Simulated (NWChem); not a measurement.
# CH8N2Si; SMILES C[SiH](N)N

```xyz
12

Si    -0.0913    -0.3421     0.0000
C      1.7286     0.1370     0.0000
N     -0.7518     0.2078     1.5197
N     -0.7518     0.2078    -1.5197
H     -0.3364    -1.8084     0.0000
H      2.2350    -0.2532     0.8890
H      1.8587     1.2274     0.0000
H      2.2350    -0.2532    -0.8890
H     -1.6814    -0.0936     1.7905
H     -0.5992     1.1665     1.8142
H     -1.6814    -0.0936    -1.7905
H     -0.5992     1.1665    -1.8142
```
Atoms are numbered in this order, from 1.

Results from NWChem. All runs use the structure optimised with B3LYP/6-31G* (spherical d). B3LYP is NWChem's, with the RPA form of VWN correlation. Vertical excitations in the gas phase; the lowest state need not have the same character in each row.

**Question.** Order these by “lowest excitation, singlet (eV)”, lowest first: BHandHLYP/def2-SVP, full TDDFT; B3LYP/def2-SVP, full TDDFT; PBE/def2-SVP, full TDDFT.

**Answer.** PBE/def2-SVP, full TDDFT (5.97), B3LYP/def2-SVP, full TDDFT (6.48), BHandHLYP/def2-SVP, full TDDFT (7.14)
